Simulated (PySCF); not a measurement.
# Löwdin shares of the frontier orbitals

(HGaO)3 ring, Ga3H3O3.
Cartesian coordinates in Å at the PBE0-D3(BJ)/def2-SVP level; atoms count from 1:
```xyz
9
Ga3H3O3 angstrom
Ga    -1.4456   -0.9401    0.6066
H     -2.6751   -1.7201    1.1294
O     -1.5827    0.5929   -0.3019
Ga    -0.2180    1.5645   -0.9250
H     -0.4155    2.8869   -1.7029
O      1.3942    0.8763   -0.5717
Ga     1.7066   -0.6483    0.3087
H      3.1345   -1.1848    0.5674
O      0.2343   -1.4967    0.8638
```

Computed, not measured: TDDFT CAM-B3LYP/def2-SVPD, vertical, gas phase, core orbitals frozen in the response (PySCF). Relativistic effects, spin–orbit coupling among them, are left out although an element past zinc is present.

Kohn–Sham orbitals with the atoms that hold most of them (Löwdin shares over 4%, at most four atoms; ? is withheld):

```csv
orbital,ε (eV),atoms
LUMO+2,0.13,"Ga7 43%, Ga1 18%, H8 9%, Ga4 7%"
LUMO+1,0.12,"Ga4 38%, Ga1 28%, H5 8%, O3 7%"
LUMO,-0.19,?
HOMO,-9.73,"O3 37%, O6 32%, O9 9%, Ga7 6%"
HOMO-1,-9.73,"O9 43%, O6 20%, O3 14%, Ga4 7%"
HOMO-2,-10.25,"O6 56%, O9 23%, O3 8%, Ga7 6%"
HOMO-3,-10.26,"O3 50%, O9 35%, Ga1 6%, Ga4 4%"
```

Question: Give the leading atoms of the LUMO.

Answer: Ga1 (bonded to 2 O and H) 23%; Ga4 (bonded to 2 O and H) 23%; Ga7 (bonded to 2 O and H) 23%; O9 (bonded to 2 Ga) 6%. By element: gallium 68%, oxygen 6% or more.

Within 0.005 eV of a neighbour in this list lie HOMO-3/HOMO-2, HOMO-1/HOMO and LUMO+1/LUMO+2 (point group found: D3h); within a degenerate set the shares of single atoms can hang on how the components are chosen.

Question: How does S1 compare with the orbital gap of 9.54 eV?

Answer: S1 is at 6.39 eV (f = 0.086), 3.14 eV below the gap, made of HOMO-1/HOMO→LUMO (≥81%). S1/S2 lie within about 0.01 eV of each other. Without the coupling terms of the response equations the lowest excitation would equal the gap.

Next come S2 at 6.40 eV (f 0.086), HOMO-1/HOMO→LUMO (≥81%); S3 at 6.42 eV (f 0.0001), HOMO-1/HOMO→LUMO+1/LUMO+2 (≥84%); S4 at 6.47 eV (f 0.0000), HOMO-1/HOMO→LUMO+1/LUMO+2 (≥39%), HOMO-1/HOMO→LUMO+3 (≥21%); S5 at 6.47 eV (f 0.0000), HOMO-1/HOMO→LUMO+1/LUMO+2 (≥39%), HOMO-1/HOMO→LUMO+3 (≥21%).

Orbitals of the list HOMO-3 to LUMO+2 that lie within 0.01 eV of each other are written together with a slash and their weights summed (≥ marks a lower bound); for degenerate orbitals outside that list single weights are arbitrary.

On one thread of an Intel Xeon at 2.50 GHz, no GPU, shared host with 64 logical CPUs at a one-minute load of 60, this took 11 min wall (with the writing of density and orbital grids) and 1.2 GiB of memory at its peak.

One conformer stands for the species.
